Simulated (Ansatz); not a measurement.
Basis sets compared for La(NH2)3 (LaN₃H₆). Charge 0, multiplicity 1. Geometry r2SCAN-D4/def2-SVP. Ansatz on 4 threads of Arm Neoverse V1 on a shared host; times are rough, and most runs start from earlier orbitals.

Cartesian coordinates in Å:
```
La 0.2012 -0.0958 0.3627
N 0.5839 2.1889 0.3208
H -0.0240 2.9276 0.6848
H 1.3506 2.6837 -0.1431
N 1.4203 -1.4108 -1.1040
H 1.2061 -2.3643 -1.4088
H 2.2372 -1.1361 -1.6564
N -1.9330 -0.8108 0.9108
H -2.6952 -0.2541 1.3071
H -2.3472 -1.7285 0.7262
```

In the def2 sets La takes a core potential; there is no spin–orbit coupling.

```tsv
level	functions	energy (Eh)	HOMO (eV)	LUMO (eV)	wall time
PBE-D4/def2-SVP	104	-199.2230	-4.49	-1.73	1 s
PBE0-D4/def2-SVP	104	-199.2083	-5.77	-1.12	1.2 s
```

Estimate the rows for PBE-D4/def2-TZVP, PBE0-D4/def2-TZVP.


```csv
level,functions,energy (Eh),HOMO (eV),LUMO (eV),wall time
PBE-D4/def2-TZVP,169,-199.4299,-4.73,-1.81,1.6 s
PBE0-D4/def2-TZVP,169,-199.4119,-6.00,-1.18,1.8 s
```
